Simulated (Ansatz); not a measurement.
Species: SiH$_{2}$Cl, charge -1, singlet. SiH2Cl- (SMILES [SiH2-]Cl).
B3LYP-D3(BJ)/def2-TZVP minimum from Ansatz (a first-principles code):
```xyz
4

Si    -1.1307    -0.2144    -0.1979
Cl     1.1042     0.1181     0.1016
H     -1.4823     1.2836    -0.2625
H     -1.4583    -0.2895     1.3051
```
Charge -1, spin multiplicity 1.

Total energies in aug-cc-pV(D+d)Z, 14 correlated electrons, 10 frozen orbitals. UHF or UKS for unpaired electrons; spin-orbit terms are left out. Correlated methods leave the cores frozen. No relativity.

| method | program | energy (Eh) | minus CCSDT(Q) (mEh) |
|---|---|---|---|
| HF | Ansatz | -749.64467 | 315.99 |
| MP2 | Ansatz | -749.91299 | 47.66 |
| CCSD | Ansatz | -749.94939 | 11.26 |
| CCSD(T) | Ansatz | -749.95889 | 1.77 |
| CCSDT(Q) | Ansatz | -749.96066 | 0.00 |

Rough core times of Ansatz's runs on a shared machine: CCSD(T) under 20 s, CCSDT(Q) 2 min.
